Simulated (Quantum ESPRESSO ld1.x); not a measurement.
Task: All-electron atom: Rb+ in [Ar] 3d10 4s1 4p6 5p1 (not the ground configuration). Calculated with ld1.x of Quantum ESPRESSO 7.5: scalar-relativistic Kohn-Sham, exchange-only LDA, spin-polarised, spherical densities, point nucleus; open shells are filled with parallel spins first. Some entries of the table are withheld. Estimate them.

orbital  occ.  eigenvalue (eV)  <r> (bohr)  <1/r> (bohr^-1)
1s up       1         -15022.9     0.04034            37.83
1s down     1         -15022.8     0.04034            37.83
2s up       1         -2018.73      0.1781            8.420
2s down     1         -2018.61      0.1781            8.420
2p up       3         -1792.66      0.1552            8.235
2p down     3         -1792.53      0.1552            8.235
3s up       1         -310.449      0.5117            2.804
3s down     1         -310.210      0.5115            2.805
3p up       3         -237.974      0.5196            2.652
3p down     3         -237.711      0.5192            2.654
3d up       5         -117.680         (1)            2.389
3d down     5         -117.369         (2)            2.393
4s up       1         -44.2994       1.417           0.9481
4s down     0         -42.9596       1.422           0.9448
4p up       3         -27.5975       1.637           0.8116
4p down     3         -26.3790       1.646           0.8059
5p up       1          -5.7965         (3)           0.2557
5p down     0          -3.9034         (4)           0.2560

Result: 
(1) 3d up <r> (bohr): 0.5257
(2) 3d down <r> (bohr): 0.5245
(3) 5p up <r> (bohr): 4.952
(4) 5p down <r> (bohr): 5.096
